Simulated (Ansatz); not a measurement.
Geometry optimisation, Ansatz 0.2.0, RKS B3LYP-D4/STO-3G.

Input file:

```yaml
crystal:
  periodic: [false, false, false]
  atoms:
    - { symbol: C, position_ang: [0.7032, -1.4685, -2.6502] }
    - { symbol: Si, position_ang: [0.9928, -0.5405, -1.0798] }
    - { symbol: O, position_ang: [-0.3559, 0.2872, -0.5114] }
    - { symbol: Si, position_ang: [-0.6293, 1.3281, 0.74] }
    - { symbol: O, position_ang: [-0.2813, 0.36463, 2.13076] }
    - { symbol: Si, position_ang: [0.78272, 3.17731, 0.71474] }
    - { symbol: H, position_ang: [0.3809, -0.723, -3.4451] }
    - { symbol: H, position_ang: [-0.1117, -2.1376, -2.5467] }
    - { symbol: H, position_ang: [1.5454, -1.9429, -2.9715] }
    - { symbol: H, position_ang: [1.421, -1.5083, -0.0191] }
    - { symbol: H, position_ang: [2.0976, 0.4249, -1.2475] }
    - { symbol: H, position_ang: [-2.01387, 1.74289, 0.83266] }
    - { symbol: H, position_ang: [0.09834, -0.52934, 2.01068] }
    - { symbol: H, position_ang: [0.50906, 3.97759, -0.48514] }
    - { symbol: H, position_ang: [0.60642, 4.04979, 1.8897] }
    - { symbol: H, position_ang: [2.20278, 2.78761, 0.67758] }
basis:
  gaussian: { orbitals: STO-3G }
hamiltonian:
  xc: b3lyp
  dispersion: d4
relax:
  f_tol: 0.015
  max_steps: 40
```

Launched with:

```bash
$ ansatz run input.yaml --threads 1 --pin off --max-ram 2048MiB --backend cpu --events-out ev --progress --plain --runs-dir out
```

Problem. Where does it end, and by what steps?

Solution. The forces met the threshold. The force dipped under the threshold on the way, but the program's further checks kept it going. Limits of this set-up: minimal basis. After 17 steps the energy has fallen by 0.838 eV; H13 moved furthest, 0.68 Å.

```json
{"step": "0", "energy less start (eV)": "0.0000", "largest force component (eV/Å)": "4.187", "accepted": "yes"}
{"step": "1", "energy less start (eV)": "-0.6264", "largest force component (eV/Å)": "0.852", "accepted": "yes"}
{"step": "2", "energy less start (eV)": "-0.6861", "largest force component (eV/Å)": "0.605", "accepted": "yes"}
{"step": "3", "energy less start (eV)": "-0.7485", "largest force component (eV/Å)": "0.318", "accepted": "yes"}
{"step": "4", "energy less start (eV)": "-0.7993", "largest force component (eV/Å)": "0.222", "accepted": "yes"}
{"step": "5", "energy less start (eV)": "-0.8241", "largest force component (eV/Å)": "0.155", "accepted": "yes"}
{"step": "6", "energy less start (eV)": "-0.8321", "largest force component (eV/Å)": "0.099", "accepted": "yes"}
{"step": "7", "energy less start (eV)": "-0.8349", "largest force component (eV/Å)": "0.044", "accepted": "yes"}
{"step": "8", "energy less start (eV)": "-0.8350", "largest force component (eV/Å)": "0.281", "accepted": "yes"}
{"step": "9", "energy less start (eV)": "-0.8365", "largest force component (eV/Å)": "0.014", "accepted": "yes"}
{"step": "10", "energy less start (eV)": "-0.8369", "largest force component (eV/Å)": "0.055", "accepted": "yes"}
{"step": "11", "energy less start (eV)": "-0.8370", "largest force component (eV/Å)": "0.081", "accepted": "yes"}
{"step": "12", "energy less start (eV)": "-0.8374", "largest force component (eV/Å)": "0.059", "accepted": "yes"}
{"step": "13", "energy less start (eV)": "-0.8378", "largest force component (eV/Å)": "0.005", "accepted": "yes"}
{"step": "14", "energy less start (eV)": "-0.8380", "largest force component (eV/Å)": "0.011", "accepted": "yes"}
{"step": "15", "energy less start (eV)": "-0.8381", "largest force component (eV/Å)": "0.029", "accepted": "yes"}
{"step": "16", "energy less start (eV)": "-0.8382", "largest force component (eV/Å)": "0.015", "accepted": "yes"}
{"step": "17", "energy less start (eV)": "-0.8383", "largest force component (eV/Å)": "0.006", "accepted": "yes"}
```

```xyz
16
Properties=species:S:1:pos:R:3
C 0.642 -1.421 -2.658
Si 0.944 -0.394 -1.123
O -0.536 0.305 -0.679
Si -0.625 1.231 0.740
O -0.475 0.226 2.127
Si 0.829 2.995 0.761
H 0.252 -0.807 -3.479
H -0.082 -2.222 -2.467
H 1.573 -1.889 -3.004
H 1.484 -1.232 -0.066
H 1.937 0.631 -1.394
H -1.998 1.685 0.796
H 0.518 -0.019 2.177
H 0.918 3.626 -0.536
H 0.405 3.997 1.712
H 2.162 2.578 1.135
```

Run time: 2 min on 1 thread of Intel(R) Xeon(R) Platinum 8259CL CPU @ 2.50GHz (Skylake/Cascade Lake), on a shared host, peak memory 0.17 GiB.
